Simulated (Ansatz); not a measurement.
Job for Ansatz (an electronic-structure program): R-RI-MP2/def2-QZVPPD on H5PSe (a complex). Files ending in .json are basis or fitting sets from the Basis Set Exchange. The run froze 19 orbitals, filled d shells among them.

Ansatz 0.2 input:
```yaml
crystal:
  periodic: [false, false, false]
  atoms:
    - {symbol: P, position_ang: [0.11565038, 0.07616293, -0.17248011]}
    - {symbol: H, position_ang: [-0.63776474, 1.26483832, -0.00582678]}
    - {symbol: H, position_ang: [0.20601362, 0.21841078, -1.58161171]}
    - {symbol: H, position_ang: [-1.03240589, -0.75251457, -0.23360111]}
    - {symbol: Se, position_ang: [0.26846055, 0.11936317, 3.46380604]}
    - {symbol: H, position_ang: [-0.04461748, -0.36959397, 4.81712490]}
    - {symbol: H, position_ang: [0.97766581, -1.12343440, 3.13233239]}
basis:
  gaussian:
    orbitals: def2-QZVPPD.json
    fitting: {mean_field: def2-universal-JKFIT, correlation: def2-QZVPPD-RIFIT.json}
magnetization: {spin_polarized: false}
correlation: {method: mp2, electrons: outside_noble_gas}
scf: {lower_state_search: off}
```

Question: What total energy does the run end on?

Answer: -2743.9155 hartree.

Question: How many basis functions does it have, and what does it roughly cost on one machine?

Answer: 339 functions; very roughly 6 core-seconds.
